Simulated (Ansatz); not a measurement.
C10H7N3, SMILES C1=CC2=NC=CC3=NC=CC(=C1)N23. Atoms are numbered in the order given.

```xyz
20

C     -0.4423    -2.7486     0.0000
C      0.8476    -2.2659     0.0000
C      1.1089    -0.8699     0.0000
N      2.3621    -0.4247     0.0000
C      2.5716     0.8984     0.0000
C      1.5634     1.8348     0.0000
C      0.2085     1.4088     0.0000
N     -0.7870     2.2795     0.0000
C     -2.0513     1.8117     0.0000
C     -2.3673     0.4790     0.0000
C     -1.3172    -0.4890     0.0000
C     -1.5303    -1.8661     0.0000
N     -0.0034     0.0062     0.0000
H     -0.6199    -3.8267     0.0000
H      1.7245    -2.9107     0.0000
H      3.6194     1.2201     0.0000
H      1.7441     2.9079     0.0000
H     -2.8435     2.5686     0.0000
H     -3.3981     0.1265     0.0000
H     -2.5590    -2.2246     0.0000
```
Charge 0, spin multiplicity 1.

Geometry: B3LYP-D3(BJ)/def2-SVP.

Two levels are set side by side: PBE-D3(BJ)/def2-SVP (Ansatz, a program for electronic structure) and B3LYP-D3(BJ)/def2-SVP (Ansatz). Each level has its own optimised geometry; the coordinates shown are those of the second. Differences are taken from unrounded values.

| quantity | B3LYP-D3(BJ) |
|---|---|
| mean bond length (Å) | 1.291 |
| bond C1–C2 (Å) | 1.377 |
| bond C1–C12 (Å) | 1.401 |
| bond C2–C3 (Å) | 1.420 |
| bond C3–N4 (Å) | 1.330 |
| bond C3–N13 (Å) | 1.416 |
| bond N4–C5 (Å) | 1.340 |
| bond C5–C6 (Å) | 1.376 |
| bond C6–C7 (Å) | 1.420 |
| bond C7–N8 (Å) | 1.322 |
| bond C7–N13 (Å) | 1.419 |
| bond N8–C9 (Å) | 1.348 |
| bond C9–C10 (Å) | 1.370 |
| bond C10–C11 (Å) | 1.428 |
| bond C11–C12 (Å) | 1.394 |
| bond C11–N13 (Å) | 1.404 |
| bond C1–H14 (Å) | 1.093 |

Q: What does PBE-D3(BJ) give, and how far is it from B3LYP-D3(BJ)? (The exact figures need the calculation; the answer reports its results.)

A: 
```csv
quantity,PBE-D3(BJ),PBE-D3(BJ) minus B3LYP-D3(BJ)
mean bond length (Å),1.298,0.007
bond C1–C2 (Å),1.387,0.010
bond C1–C12 (Å),1.403,0.003
bond C2–C3 (Å),1.423,0.003
bond C3–N4 (Å),1.340,0.010
bond C3–N13 (Å),1.423,0.008
bond N4–C5 (Å),1.344,0.004
bond C5–C6 (Å),1.386,0.010
bond C6–C7 (Å),1.423,0.003
bond C7–N8 (Å),1.334,0.011
bond C7–N13 (Å),1.424,0.006
bond N8–C9 (Å),1.351,0.003
bond C9–C10 (Å),1.380,0.010
bond C10–C11 (Å),1.430,0.002
bond C11–C12 (Å),1.404,0.010
bond C11–N13 (Å),1.408,0.004
bond C1–H14 (Å),1.101,0.008
```

Exact exchange shortens and stiffens bonds; PBE has none. Differences between two approximate levels are no errors against the true value.
